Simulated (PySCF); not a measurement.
Tiglic acid, C5H8O2.
Numbering: `[CH3:1]/[CH:2]=[C:3](\[CH3:4])[C:5](=[O:6])[OH:7]` (hydrogens: H8, H9, H10 on C1; H11 on C2; H12, H13, H14 on C4; H15 on O7)

The same species was optimised twice, with GFN2-xTB and with PBE0-D3(BJ)/def2-SVP (PySCF), and the same property calculations (PySCF, gas phase) were run on both structures.

```csv
coordinate,GFN2-xTB,PBE0-D3(BJ)/def2-SVP,change
C2=C3 (Å),1.336,1.346,+0.010
C3–C5 (Å),1.479,1.486,+0.007
C5–O7 (Å),1.348,1.343,-0.005
C3–C4 (Å),1.498,1.496,-0.002
C5=O6 (Å),1.207,1.208,+0.001
C1–C2 (Å),1.487,1.487,0.000
C3–C5–O6 (°),124.4,123.6,-0.8
O6–C5–O7 (°),121.1,121.7,+0.6
C4–C3–C5 (°),113.3,113.8,+0.5
C2–C3–C4 (°),126.8,126.5,-0.3
C3–C5–O7 (°),114.4,114.7,+0.3
C1–C2–C3 (°),127.7,127.4,-0.3
C2–C3–C5 (°),119.9,119.6,-0.3
C2–C3–C5–O6 (°),180,178,-2
```

Rotational constants: A = 4540, B = 1916, C = 1370 MHz (GFN2-xTB) against A = 4528, B = 1906, C = 1364 MHz (PBE0-D3(BJ)/def2-SVP).

On the GFN2-xTB structure: lowest singlet, TDDFT (eV) 5.26 [CAM-B3LYP/def2-SVPD]; lowest triplet, Tamm–Dancoff (eV) 3.78 [CAM-B3LYP/def2-SVPD]; isotropic polarisability (au) 70.0 [CAM-B3LYP/def2-SVPD]; HOMO (eV) -8.87 [CAM-B3LYP/def2-SVPD]; LUMO (eV) 0.01 [CAM-B3LYP/def2-SVPD]; dipole (D) 2.57 [CAM-B3LYP/def2-SVPD]; HOMO (eV) -7.53 [PBE0/pcSseg-1]; LUMO (eV) -0.99 [PBE0/pcSseg-1]; dipole (D) 2.42 [PBE0/pcSseg-1]; GIAO shielding of C1 (ppm) 168.5 [PBE0/pcSseg-1]; GIAO shielding of C2 (ppm) 38.8 [PBE0/pcSseg-1]; GIAO shielding of C3 (ppm) 53.5 [PBE0/pcSseg-1]; GIAO shielding of C4 (ppm) 172.3 [PBE0/pcSseg-1]; GIAO shielding of C5 (ppm) 15.4 [PBE0/pcSseg-1]; GIAO shielding of O6 (ppm) -90.6 [PBE0/pcSseg-1]; GIAO shielding of O7 (ppm) 139.9 [PBE0/pcSseg-1].

Problem. What do these properties become on the PBE0-D3(BJ)/def2-SVP structure?

Solution. 
```tsv
property	level	on GFN2-xTB	on PBE0-D3(BJ)/def2-SVP	change
lowest singlet, TDDFT (eV)	CAM-B3LYP/def2-SVPD	5.26	5.28	+0.02
lowest triplet, Tamm–Dancoff (eV)	CAM-B3LYP/def2-SVPD	3.78	3.70	-0.08
isotropic polarisability (au)	CAM-B3LYP/def2-SVPD	70.0	70.9	+0.9
HOMO (eV)	CAM-B3LYP/def2-SVPD	-8.87	-8.82	+0.05
LUMO (eV)	CAM-B3LYP/def2-SVPD	0.01	-0.03	-0.04
dipole (D)	CAM-B3LYP/def2-SVPD	2.57	2.52	-0.05
energy, GFN2-xTB geometry as zero (kcal/mol)	CAM-B3LYP/def2-SVPD	0.0	-0.4	-0.4
HOMO (eV)	PBE0/pcSseg-1	-7.53	-7.48	+0.05
LUMO (eV)	PBE0/pcSseg-1	-0.99	-1.02	-0.03
dipole (D)	PBE0/pcSseg-1	2.42	2.37	-0.05
energy, GFN2-xTB geometry as zero (kcal/mol)	PBE0/pcSseg-1	0.0	-0.4	-0.4
GIAO shielding of C1 (ppm)	PBE0/pcSseg-1	168.5	166.9	-1.6
GIAO shielding of C2 (ppm)	PBE0/pcSseg-1	38.8	37.0	-1.8
GIAO shielding of C3 (ppm)	PBE0/pcSseg-1	53.5	50.9	-2.6
GIAO shielding of C4 (ppm)	PBE0/pcSseg-1	172.3	170.6	-1.7
GIAO shielding of C5 (ppm)	PBE0/pcSseg-1	15.4	14.7	-0.7
GIAO shielding of O6 (ppm)	PBE0/pcSseg-1	-90.6	-88.6	+2.0
GIAO shielding of O7 (ppm)	PBE0/pcSseg-1	139.9	138.8	-1.1
```

The heavy atoms differ by 0.014 Å rms after alignment. Among bonds between heavy atoms C2=C3 changes most (+0.010 Å). Changes are differences of the printed values. Neither structure is proved a minimum here.

Conformer computed: `[CH3:1]/[CH:2]=[C:3](\[CH3:4])[C:5](=[O:6])[OH:7]`: C2–C3–C5–O6 178°, H–O7–C5–C3 180°.
